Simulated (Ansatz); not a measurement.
# Molecular dynamics of BCl3FH

input.yaml

```yaml
crystal:
  periodic: [false, false, false]
  atoms:
    - { symbol: B, position_ang: [0.014363, -0.266409, -0.014114] }
    - { symbol: Cl, position_ang: [0.009893, 0.189156, 2.011492] }
    - { symbol: Cl, position_ang: [1.533103, 0.207161, -0.771517] }
    - { symbol: Cl, position_ang: [-1.529466, 0.135459, -0.762166] }
    - { symbol: F, position_ang: [0.0494, -1.7044, 0.435406] }
    - { symbol: H, position_ang: [0.043005, -1.290168, 1.511599] }
basis:
  gaussian: { orbitals: "6-31G*" }
hamiltonian:
  xc: hf
md:
  timestep: 0.5
  n_steps: 200
  ensemble: nve
  temperature: 100.0
  initial_velocities: maxwell_boltzmann
  seed: 7587
```

Launched with:

```bash
$ ansatz run input.yaml --threads 1 --pin off --max-ram 2048MiB --backend cpu --events-out ev --progress --plain --runs-dir out
```

It starts at the highest image of a converged band. Of that band: Neighbouring images differ by up to 1.5 eV, so the band resolves the path poorly. A vibrational analysis at the climbing image gives one clearly imaginary mode, 1586i cm⁻¹: a first-order saddle point.

Output, in part (one step line in 3, the closing report, with atoms numbered from 0):

```
md step     0: t =     0.00 fs  T =   100.0 K  F+E_penalty+E_count = -40904.40022620 eV  E_kin = 0.051704 eV  conserved = -40904.34852220 eV  (36 SCF iters)
md step     3: t =     1.50 fs  T =    99.0 K  F+E_penalty+E_count = -40904.39969956 eV  E_kin = 0.051186 eV  conserved = -40904.34851356 eV  (27 SCF iters)
md step     6: t =     3.00 fs  T =    98.5 K  F+E_penalty+E_count = -40904.39939022 eV  E_kin = 0.050905 eV  conserved = -40904.34848475 eV  (28 SCF iters)
md step     9: t =     4.50 fs  T =   106.7 K  F+E_penalty+E_count = -40904.40359033 eV  E_kin = 0.055169 eV  conserved = -40904.34842146 eV  (28 SCF iters)
md step    12: t =     6.00 fs  T =   142.3 K  F+E_penalty+E_count = -40904.42188199 eV  E_kin = 0.073595 eV  conserved = -40904.34828651 eV  (28 SCF iters)
md step    15: t =     7.50 fs  T =   244.6 K  F+E_penalty+E_count = -40904.47450187 eV  E_kin = 0.126444 eV  conserved = -40904.34805815 eV  (34 SCF iters)
md step    18: t =     9.00 fs  T =   474.5 K  F+E_penalty+E_count = -40904.59346662 eV  E_kin = 0.245345 eV  conserved = -40904.34812118 eV  (34 SCF iters)
md step    21: t =    10.50 fs  T =   811.4 K  F+E_penalty+E_count = -40904.76923189 eV  E_kin = 0.419533 eV  conserved = -40904.34969844 eV  (33 SCF iters)
md step    24: t =    12.00 fs  T =   996.8 K  F+E_penalty+E_count = -40904.86469753 eV  E_kin = 0.515407 eV  conserved = -40904.34929006 eV  (32 SCF iters)
md step    27: t =    13.50 fs  T =  1297.6 K  F+E_penalty+E_count = -40905.01815497 eV  E_kin = 0.670905 eV  conserved = -40904.34725036 eV  (32 SCF iters)
md step    30: t =    15.00 fs  T =  1957.8 K  F+E_penalty+E_count = -40905.36448646 eV  E_kin = 1.012236 eV  conserved = -40904.35225092 eV  (33 SCF iters)
md step    33: t =    16.50 fs  T =  2075.2 K  F+E_penalty+E_count = -40905.42349256 eV  E_kin = 1.072977 eV  conserved = -40904.35051552 eV  (32 SCF iters)
md step    36: t =    18.00 fs  T =  1896.5 K  F+E_penalty+E_count = -40905.32903232 eV  E_kin = 0.980585 eV  conserved = -40904.34844718 eV  (33 SCF iters)
md step    39: t =    19.50 fs  T =  1958.5 K  F+E_penalty+E_count = -40905.36092448 eV  E_kin = 1.012640 eV  conserved = -40904.34828471 eV  (34 SCF iters)
md step    42: t =    21.00 fs  T =  2312.6 K  F+E_penalty+E_count = -40905.54559310 eV  E_kin = 1.195688 eV  conserved = -40904.34990467 eV  (33 SCF iters)
md step    45: t =    22.50 fs  T =  2529.2 K  F+E_penalty+E_count = -40905.65931921 eV  E_kin = 1.307707 eV  conserved = -40904.35161208 eV  (32 SCF iters)
md step    48: t =    24.00 fs  T =  2346.2 K  F+E_penalty+E_count = -40905.55993683 eV  E_kin = 1.213067 eV  conserved = -40904.34686945 eV  (32 SCF iters)
md step    51: t =    25.50 fs  T =  2598.8 K  F+E_penalty+E_count = -40905.69293469 eV  E_kin = 1.343676 eV  conserved = -40904.34925870 eV  (32 SCF iters)
md step    54: t =    27.00 fs  T =  2913.7 K  F+E_penalty+E_count = -40905.85774468 eV  E_kin = 1.506474 eV  conserved = -40904.35127083 eV  (32 SCF iters)
md step    57: t =    28.50 fs  T =  2798.2 K  F+E_penalty+E_count = -40905.79566159 eV  E_kin = 1.446803 eV  conserved = -40904.34885838 eV  (33 SCF iters)
md step    60: t =    30.00 fs  T =  2757.2 K  F+E_penalty+E_count = -40905.77353091 eV  E_kin = 1.425583 eV  conserved = -40904.34794832 eV  (33 SCF iters)
md step    63: t =    31.50 fs  T =  3037.8 K  F+E_penalty+E_count = -40905.91973360 eV  E_kin = 1.570643 eV  conserved = -40904.34909071 eV  (33 SCF iters)
md step    66: t =    33.00 fs  T =  3323.4 K  F+E_penalty+E_count = -40906.07006587 eV  E_kin = 1.718349 eV  conserved = -40904.35171729 eV  (33 SCF iters)
md step    69: t =    34.50 fs  T =  3119.1 K  F+E_penalty+E_count = -40905.96121729 eV  E_kin = 1.612701 eV  conserved = -40904.34851665 eV  (34 SCF iters)
md step    72: t =    36.00 fs  T =  3123.8 K  F+E_penalty+E_count = -40905.96297359 eV  E_kin = 1.615113 eV  conserved = -40904.34786009 eV  (33 SCF iters)
md step    75: t =    37.50 fs  T =  3441.4 K  F+E_penalty+E_count = -40906.13113371 eV  E_kin = 1.779362 eV  conserved = -40904.35177218 eV  (33 SCF iters)
md step    78: t =    39.00 fs  T =  3283.8 K  F+E_penalty+E_count = -40906.04706785 eV  E_kin = 1.697832 eV  conserved = -40904.34923541 eV  (34 SCF iters)
md step    81: t =    40.50 fs  T =  3095.0 K  F+E_penalty+E_count = -40905.94808976 eV  E_kin = 1.600227 eV  conserved = -40904.34786249 eV  (34 SCF iters)
md step    84: t =    42.00 fs  T =  3244.0 K  F+E_penalty+E_count = -40906.02595190 eV  E_kin = 1.677280 eV  conserved = -40904.34867230 eV  (33 SCF iters)
md step    87: t =    43.50 fs  T =  3509.2 K  F+E_penalty+E_count = -40906.16575167 eV  E_kin = 1.814399 eV  conserved = -40904.35135223 eV  (34 SCF iters)
md step    90: t =    45.00 fs  T =  3318.2 K  F+E_penalty+E_count = -40906.06566984 eV  E_kin = 1.715663 eV  conserved = -40904.35000730 eV  (33 SCF iters)
md step    93: t =    46.50 fs  T =  3103.2 K  F+E_penalty+E_count = -40905.95091027 eV  E_kin = 1.604498 eV  conserved = -40904.34641181 eV  (33 SCF iters)
md step    96: t =    48.00 fs  T =  3452.9 K  F+E_penalty+E_count = -40906.13670892 eV  E_kin = 1.785269 eV  conserved = -40904.35144029 eV  (33 SCF iters)
md step    99: t =    49.50 fs  T =  3475.9 K  F+E_penalty+E_count = -40906.14693851 eV  E_kin = 1.797202 eV  conserved = -40904.34973602 eV  (34 SCF iters)
md step   102: t =    51.00 fs  T =  3368.4 K  F+E_penalty+E_count = -40906.08960451 eV  E_kin = 1.741577 eV  conserved = -40904.34802775 eV  (35 SCF iters)
md step   105: t =    52.50 fs  T =  3561.1 K  F+E_penalty+E_count = -40906.18962307 eV  E_kin = 1.841213 eV  conserved = -40904.34841024 eV  (35 SCF iters)
md step   108: t =    54.00 fs  T =  3945.6 K  F+E_penalty+E_count = -40906.39083118 eV  E_kin = 2.040013 eV  conserved = -40904.35081827 eV  (34 SCF iters)
md step   111: t =    55.50 fs  T =  3950.7 K  F+E_penalty+E_count = -40906.39401755 eV  E_kin = 2.042692 eV  conserved = -40904.35132523 eV  (32 SCF iters)
md step   114: t =    57.00 fs  T =  3652.0 K  F+E_penalty+E_count = -40906.23453337 eV  E_kin = 1.888251 eV  conserved = -40904.34628193 eV  (33 SCF iters)
md step   117: t =    58.50 fs  T =  3892.6 K  F+E_penalty+E_count = -40906.36375155 eV  E_kin = 2.012652 eV  conserved = -40904.35109921 eV  (32 SCF iters)
md step   120: t =    60.00 fs  T =  3895.0 K  F+E_penalty+E_count = -40906.36422918 eV  E_kin = 2.013885 eV  conserved = -40904.35034463 eV  (33 SCF iters)
md step   123: t =    61.50 fs  T =  3646.9 K  F+E_penalty+E_count = -40906.23357143 eV  E_kin = 1.885617 eV  conserved = -40904.34795458 eV  (34 SCF iters)
md step   126: t =    63.00 fs  T =  3714.4 K  F+E_penalty+E_count = -40906.26834889 eV  E_kin = 1.920487 eV  conserved = -40904.34786192 eV  (34 SCF iters)
md step   129: t =    64.50 fs  T =  4125.8 K  F+E_penalty+E_count = -40906.48326170 eV  E_kin = 2.133220 eV  conserved = -40904.35004172 eV  (33 SCF iters)
md step   132: t =    66.00 fs  T =  4323.1 K  F+E_penalty+E_count = -40906.58734876 eV  E_kin = 2.235191 eV  conserved = -40904.35215748 eV  (32 SCF iters)
md step   135: t =    67.50 fs  T =  3993.2 K  F+E_penalty+E_count = -40906.41183962 eV  E_kin = 2.064627 eV  conserved = -40904.34721290 eV  (32 SCF iters)
md step   138: t =    69.00 fs  T =  4010.0 K  F+E_penalty+E_count = -40906.42352018 eV  E_kin = 2.073340 eV  conserved = -40904.35018037 eV  (32 SCF iters)
md step   141: t =    70.50 fs  T =  3935.9 K  F+E_penalty+E_count = -40906.38605844 eV  E_kin = 2.035037 eV  conserved = -40904.35102119 eV  (32 SCF iters)
md step   144: t =    72.00 fs  T =  3489.7 K  F+E_penalty+E_count = -40906.15244203 eV  E_kin = 1.804299 eV  conserved = -40904.34814329 eV  (33 SCF iters)
md step   147: t =    73.50 fs  T =  3303.3 K  F+E_penalty+E_count = -40906.05542309 eV  E_kin = 1.707920 eV  conserved = -40904.34750332 eV  (33 SCF iters)
md step   150: t =    75.00 fs  T =  3563.4 K  F+E_penalty+E_count = -40906.19156421 eV  E_kin = 1.842445 eV  conserved = -40904.34911917 eV  (33 SCF iters)
md step   153: t =    76.50 fs  T =  3836.4 K  F+E_penalty+E_count = -40906.33542348 eV  E_kin = 1.983553 eV  conserved = -40904.35187088 eV  (32 SCF iters)
md step   156: t =    78.00 fs  T =  3595.2 K  F+E_penalty+E_count = -40906.20720432 eV  E_kin = 1.858839 eV  conserved = -40904.34836484 eV  (37 SCF iters)
md step   159: t =    79.50 fs  T =  3556.6 K  F+E_penalty+E_count = -40906.18714448 eV  E_kin = 1.838911 eV  conserved = -40904.34823298 eV  (37 SCF iters)
md step   162: t =    81.00 fs  T =  3755.0 K  F+E_penalty+E_count = -40906.29300134 eV  E_kin = 1.941493 eV  conserved = -40904.35150820 eV  (37 SCF iters)
md step   165: t =    82.50 fs  T =  3524.5 K  F+E_penalty+E_count = -40906.17108208 eV  E_kin = 1.822289 eV  conserved = -40904.34879303 eV  (37 SCF iters)
md step   168: t =    84.00 fs  T =  3378.3 K  F+E_penalty+E_count = -40906.09416532 eV  E_kin = 1.746715 eV  conserved = -40904.34745045 eV  (35 SCF iters)
md step   171: t =    85.50 fs  T =  3678.4 K  F+E_penalty+E_count = -40906.25027974 eV  E_kin = 1.901885 eV  conserved = -40904.34839429 eV  (37 SCF iters)
md step   174: t =    87.00 fs  T =  4160.1 K  F+E_penalty+E_count = -40906.50230556 eV  E_kin = 2.150927 eV  conserved = -40904.35137897 eV  (37 SCF iters)
md step   177: t =    88.50 fs  T =  4176.8 K  F+E_penalty+E_count = -40906.50971791 eV  E_kin = 2.159558 eV  conserved = -40904.35015969 eV  (37 SCF iters)
md step   180: t =    90.00 fs  T =  4099.4 K  F+E_penalty+E_count = -40906.46681676 eV  E_kin = 2.119555 eV  conserved = -40904.34726134 eV  (37 SCF iters)
md step   183: t =    91.50 fs  T =  4374.3 K  F+E_penalty+E_count = -40906.61382248 eV  E_kin = 2.261699 eV  conserved = -40904.35212373 eV  (37 SCF iters)
md step   186: t =    93.00 fs  T =  4135.7 K  F+E_penalty+E_count = -40906.48808321 eV  E_kin = 2.138343 eV  conserved = -40904.34974009 eV  (37 SCF iters)
md step   189: t =    94.50 fs  T =  3752.3 K  F+E_penalty+E_count = -40906.28771141 eV  E_kin = 1.940099 eV  conserved = -40904.34761248 eV  (38 SCF iters)
md step   192: t =    96.00 fs  T =  3767.4 K  F+E_penalty+E_count = -40906.29589764 eV  E_kin = 1.947883 eV  conserved = -40904.34801489 eV  (38 SCF iters)
md step   195: t =    97.50 fs  T =  4069.1 K  F+E_penalty+E_count = -40906.45471290 eV  E_kin = 2.103886 eV  conserved = -40904.35082705 eV  (32 SCF iters)
md step   198: t =    99.00 fs  T =  4003.9 K  F+E_penalty+E_count = -40906.42141615 eV  E_kin = 2.070162 eV  conserved = -40904.35125432 eV  (32 SCF iters)
md step   200: t =   100.00 fs  T =  3725.1 K  F+E_penalty+E_count = -40906.27319480 eV  E_kin = 1.926029 eV  conserved = -40904.34716569 eV  (34 SCF iters)
Total energy: -40906.27319480 eV, -1503.2778126412 hartree
Atom 0 at     0.030472    -0.866600    -1.168058 Å, force    -0.131382     0.609527     2.161489 eV/Å
Atom 1 at     0.014190     0.857035     3.405323 Å, force    -0.487568     0.817010     4.058761 eV/Å
Atom 2 at     1.509367     0.082008    -0.863267 Å, force    -0.391691    -0.655798    -0.715461 eV/Å
Atom 3 at    -1.507459    -0.032900    -0.909363 Å, force     0.180366    -0.201423    -0.661101 eV/Å
Atom 4 at     0.029656    -2.163002    -1.102610 Å, force     0.339616     0.227748    -0.797206 eV/Å
Atom 5 at     0.152064     0.623987     2.258991 Å, force     0.490659    -0.797064    -4.046481 eV/Å
Dipole moment:     0.046688    -0.114974    -0.463846 e Å
```

The run went to its last step. The conserved energy stayed within 0.63 meV per atom of its start (net change 0.23 meV per atom), so the integration is sound. The kinetic energy rose, since the run started high on the potential surface and went downhill. It ends in pieces (BCl2F + ClH), so much of that is their flight and rotation, not heat. A run of 0.1 ps of so small a system gives no equilibrium averages. The orbitals stay closed-shell, which can raise the energy where a bond breaks towards radicals; this wasn't checked here.

Between its relaxed ends the band would form B1–F5, Cl2–H6 and break B1–Cl2, F5–H6. These pairs go: B1–F5 1.51 → 1.30 Å, Cl2–H6 1.56 → 1.18 Å, B1–Cl2 2.08 → 4.89 Å, F5–H6 1.15 → 4.37 Å. In the last frame they stand as after the step (other bonds may differ from the relaxed reactants and products). It ends as BCl2F + ClH. Pairs count as bonded within 1.25 times the sum of covalent radii (0.12 Å more for H–H).

Last frame:

```xyz
6
Properties=species:S:1:pos:R:3
B 0.030 -0.867 -1.168
Cl 0.014 0.857 3.405
Cl 1.509 0.082 -0.863
Cl -1.508 -0.033 -0.909
F 0.030 -2.163 -1.103
H 0.152 0.624 2.259
```

The run took 6.9 min on 1 thread of Arm Neoverse V1, with other jobs on the host, peak memory 0.17 GiB.
